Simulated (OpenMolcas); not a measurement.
## Al II: CASPT2 settings compared

* Program: OpenMolcas 26.06
* Basis: ANO-RCC-VDZP [4s3p1d]
* Scalar Hamiltonian: DKH2, point nucleus
* Active space: 2 electrons in 4 orbitals (3s 3p)
* State averaging: 2S+1 = 3 even, 3 roots (0 in the spin-orbit step); 2S+1 = 1 even, 1 root kept (CI in the orbitals of an earlier block); 2S+1 = 3 odd, 3 roots; 2S+1 = 1 odd, 3 roots kept (CI in the orbitals of an earlier block)
* Spin-orbit coupling: RASSI with atomic mean-field integrals over the reference wave functions, term energies averaged over their components

Methods on the same reference wave functions:
A. CASSCF
B. SS-CASPT2, IPEA 0.4 Eh, sigma1 regulariser 0.05 Eh (closed shells correlated: none)
C. SS-CASPT2, IPEA 0.3 Eh, imaginary shift 0.25 Eh (closed shells correlated: 2s 2p)
D. XMS-CASPT2, IPEA 0 Eh, real shift 0.5 Eh (closed shells correlated: none)

Energies in cm⁻¹ above 3s² ¹S₀, the measured ground level; measured values from NIST Handbook of Basic Atomic Spectroscopic Data.

```csv
Level,A,B,C,D,Measured
3s² ¹S₀,0.0,0.0,0.0,0.0,0.0
3s 3p ³P°₀,35841,36185,36243,36081,37393
3s 3p ³P°₁,35892,36236,36294,36132,37454
3s 3p ³P°₂,35995,36339,36397,36235,37578
3s 3p ¹P°₁,66650,62235,61879,61686,59852
```

Deviations, from unrounded energies. A percentage is the sum of absolute deviations over the sum of measured energies, with the sign that they share, or ± where signs differ.

```tsv
Against measurement	Levels	A	B	C	D
mean absolute deviation (cm-1)	4	2900	1500	1400	1500
other configurations (%)	4	±6.7	±3.5	±3.2	±3.4
```

C, D lie about equally close to measurement and A furthest from it. The largest miss of C in the table is 3s 3p ¹P°₁, by +2000 cm-1. The ranking rests on the paired levels alone, and a cruder setting can come out closer through cancelling errors.

Among B to D the level of the table that moves most is 3s 3p ¹P°₁, by 550 cm-1 (lowest in D, highest in B).

The lowest spin-free term lies below A's lowest term by 0.005 hartree in B, 0.039 hartree in C, 0.005 hartree in D.

Terms from blocks run as CI alone lack orbitals of their own. Without dynamic correlation excited terms often stand tens of per cent too high (terms of higher spin than the ground term too low), and those without a measured partner can miss by more than the paired ones (holds for A). Measured partners are found by configuration, term and J. A level has none where our copy of the source lacks it or the pairing is in doubt (some pairs that miss far off the trend of their configuration count as doubtful), and it then counts in no deviation. Levels of configurations outside the active space are missing.

° marks odd parity.
